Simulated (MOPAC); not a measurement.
MOPAC input (PM7):

```
PM7 FORCE THERMO(298,298) PRECISE LET UHF MS=0.5 GEO-OK AUX(PRECISION=9) THREADS=1
CH6NSi

C    -1.44545327 1    0.91261538 1   -0.23147821 1
N    -0.53579220 1   -0.04493988 1   -0.58840958 1
Si    0.91617354 1   -0.41725400 1    0.38369318 1
H    -2.22706375 1    1.19333757 1   -0.91017859 1
H    -1.45921165 1    1.38453040 1    0.72967909 1
H    -0.63443182 1   -0.40102108 1   -1.54130936 1
H     1.95468927 1    0.59468141 1    0.22380575 1
H     0.56778572 1   -0.50838328 1    1.79455400 1
H     1.43365888 1   -1.69526303 1   -0.08508958 1
```

Output:

```
 *******************************************************************************
 **                                                                           **
 **                              MOPAC v23.2.5                                **
 **                                                                           **
 *******************************************************************************
 ** MOPAC's Digital Object Identifier: https://doi.org/10.5281/zenodo.6511958 **
 **                                                                           **
 ** Please cite the open-source release paper for use of this MOPAC version:  **
 ** J. E. Moussa and J. J. P. Stewart (2026)                                  **
 ** MOPAC: An open-source semiempirical molecular orbital program             **
 ** J. Open Source Softw., 11(119), 8025, https://doi.org/10.21105/joss.08025 **
 *******************************************************************************

                              PM7 CALCULATION RESULTS

 *******************************************************************************
 *  PM7        - The PM7 Hamiltonian to be used
 *  GEO-OK     - OVERRIDE INTERATOMIC DISTANCE AND OTHER SAFETY CHECKS
 *  UHF        - UNRESTRICTED HARTREE-FOCK CALCULATION
 *  MS=        - IN MECI, MAGNETIC COMPONENT OF SPIN =  0.5
 *  LET        - OVERRIDE SOME SAFETY CHECKS
 *  PRECISE    - TIGHTER CRITERIA TO BE USED
 *  FORCE      - FORCE CALCULATION SPECIFIED
 *  AUX        - OUTPUT AUXILIARY INFORMATION
 *  THERMO     - THERMODYNAMIC QUANTITIES TO BE CALCULATED
 *******************************************************************************
PM7 FORCE THERMO(298,298) PRECISE LET UHF MS=0.5 GEO-OK AUX(PRECISION=9) THREADS=1
 CH6NSi

   ATOM   CHEMICAL          X               Y               Z
  NUMBER   SYMBOL      (ANGSTROMS)     (ANGSTROMS)     (ANGSTROMS)

     1       C         -1.44545327  *   0.91261538  *  -0.23147821  *
     2       N         -0.53579220  *  -0.04493988  *  -0.58840958  *
     3      Si          0.91617354  *  -0.41725400  *   0.38369318  *
     4       H         -2.22706375  *   1.19333757  *  -0.91017859  *
     5       H         -1.45921165  *   1.38453040  *   0.72967909  *
     6       H         -0.63443182  *  -0.40102108  *  -1.54130936  *
     7       H          1.95468927  *   0.59468141  *   0.22380575  *
     8       H          0.56778572  *  -0.50838328  *   1.79455400  *
     9       H          1.43365888  *  -1.69526303  *  -0.08508958  *

          CARTESIAN COORDINATES

    NO.       ATOM           X           Y           Z

     1         C         -1.4455      0.9126     -0.2315
     2         N         -0.5358     -0.0449     -0.5884
     3        Si          0.9162     -0.4173      0.3837
     4         H         -2.2271      1.1933     -0.9102
     5         H         -1.4592      1.3845      0.7297
     6         H         -0.6344     -0.4010     -1.5413
     7         H          1.9547      0.5947      0.2238
     8         H          0.5678     -0.5084      1.7946
     9         H          1.4337     -1.6953     -0.0851

 General Reference for PM7:
 "Optimization of Parameters for Semiempirical Methods VI: More Modifications to the
 NDDO Approximations and Re-optimization of Parameters", J. J. P. Stewart, J. Mol. Mod., 1:32, 19 (2013)
 https://link.springer.com/article/10.1007/s00894-012-1667-x
[...]
 FORCE CONSTANT      2.3003

 VIBRATION         17   17A          ATOM PAIR     ENERGY CONTRIBUTION    RADIAL
 FREQUENCY          2306.62         Si3 -- H 8         +64.2% ( 80.9%)     98.9%
 TRANSITION DIPOLE   0.2480         Si3 -- H 9         +33.1% ( 58.0%)     97.6%
 TRAVEL (Ang.)       0.2328         Si3 -- H 7          +2.2% ( 15.1%)     43.2%
 REDUCED MASS        0.5396         C 1 -- Si3          +0.2% (  4.9%)      7.1%
 EFFECTIVE MASS      1.4027
 FORCE CONSTANT      1.6915

 VIBRATION         18   18A          ATOM PAIR     ENERGY CONTRIBUTION    RADIAL
 FREQUENCY          2313.99         Si3 -- H 9         +63.1% ( 78.7%)     99.3%
 TRANSITION DIPOLE   0.0928         Si3 -- H 8         +24.9% ( 49.4%)     96.0%
 TRAVEL (Ang.)       0.2506         Si3 -- H 7         +11.8% ( 34.0%)     91.1%
 REDUCED MASS        0.4641
 EFFECTIVE MASS      1.1414
 FORCE CONSTANT      1.4640

 VIBRATION         19   19A          ATOM PAIR     ENERGY CONTRIBUTION    RADIAL
 FREQUENCY          2720.03         C 1 -- H 5         +45.8% ( 70.2%)     98.7%
 TRANSITION DIPOLE   0.2979         C 1 -- H 4         +40.3% ( 65.9%)     98.5%
 TRAVEL (Ang.)       0.2465         N 2 -- H 6         +11.8% ( 35.7%)     99.7%
 REDUCED MASS        0.4079         C 1 -- N 2          +1.1% ( 10.7%)      2.4%
 EFFECTIVE MASS      1.4790
 FORCE CONSTANT      1.7780

 VIBRATION         20   20A          ATOM PAIR     ENERGY CONTRIBUTION    RADIAL
 FREQUENCY          2767.32         N 2 -- H 6         +82.6% ( 91.4%)     99.9%
 TRANSITION DIPOLE   1.0570         C 1 -- H 4         +14.6% ( 38.4%)     99.7%
 TRAVEL (Ang.)       0.1885         C 1 -- H 5          +1.4% ( 12.0%)     91.0%
 REDUCED MASS        0.6854         C 1 -- N 2          +0.7% (  8.1%)     64.8%
 EFFECTIVE MASS      1.3741
 FORCE CONSTANT      3.0926

 VIBRATION         21   21A          ATOM PAIR     ENERGY CONTRIBUTION    RADIAL
 FREQUENCY          2789.37         C 1 -- H 5         +51.1% ( 70.6%)     96.3%
 TRANSITION DIPOLE   0.5665         C 1 -- H 4         +43.7% ( 65.3%)     94.4%
 TRAVEL (Ang.)       0.2312         N 2 -- H 6          +3.7% ( 18.9%)     98.9%
 REDUCED MASS        0.4524         C 1 -- Si3          +0.8% (  8.8%)     65.6%
 EFFECTIVE MASS      1.2549
 FORCE CONSTANT      2.0739

      SYMMETRY NUMBER FOR POINT-GROUP C1  =  1

          SYSTEM IS A GROUND STATE

 CH6NSi

          MOLECULE IS NOT LINEAR

          THERE ARE 21 GENUINE VIBRATIONS IN THIS SYSTEM
          THIS THERMODYNAMICS CALCULATION IS LIMITED TO
          MOLECULES WHICH HAVE NO INTERNAL ROTATIONS

                    CALCULATED THERMODYNAMIC PROPERTIES
                                          *
   TEMP. (K)   PARTITION FUNCTION   H.O.F.    ENTHALPY  HEAT CAPACITY ENTROPY
                                   KCAL/MOL   CAL/MOLE    CAL/K/MOL  CAL/K/MOL

 298.00  VIB.     0.1032D+02                  1663.5505    12.0465    10.2209
         ROT.     0.2879D+05                   888.2803     2.9808    23.3850
         INT.     0.2971D+06                  2551.8308    15.0273    33.6059
         TRA.     0.4510D+27                  1480.4672     4.9680    38.2006
         TOT.                        9.845    4032.2980    19.9954    71.8064

   *: NOTE: HEATS OF FORMATION ARE RELATIVE TO THE
            ELEMENTS IN THEIR STANDARD STATE AT 298K
              (=  Standard Enthalpy of Formation).

            Hvib:  Zero-point energy is not included.
                   frequencies of less than zero cm-1 are not included.
            Hrot = (3/2)RT
            Htra = (3/2)RT + pV = (5/2)RT

            Heat capacity is Cp, not Cv

          For more information, see: HTTP://OpenMOPAC.net/Manual/thermochemistry.html

           FORCE CONSTANT IN CARTESIAN COORDINATES (Millidynes/A)

    ATOM   CHEMICAL       X               Y               Z
   NUMBER   SYMBOL  FORCE CONSTANT  FORCE CONSTANT  FORCE CONSTANT

      1       C       10.684034        6.754152        1.244830
      2       N       10.884591        7.093536        0.549042
      3      Si        5.082055        5.479181        4.610668
      4       H        1.837743        3.168979        0.249915
      5       H        2.009824        2.962366        0.287781
      6       H        1.815946        3.498015        0.240506
      7       H        0.271806        0.803963        2.513830
      8       H        0.649031        1.476946        1.491693
      9       H        2.727619        0.480889        0.432605

 **********************
 *                    *
 * JOB ENDED NORMALLY *
 *                    *
 **********************

 == MOPAC DONE ==
```
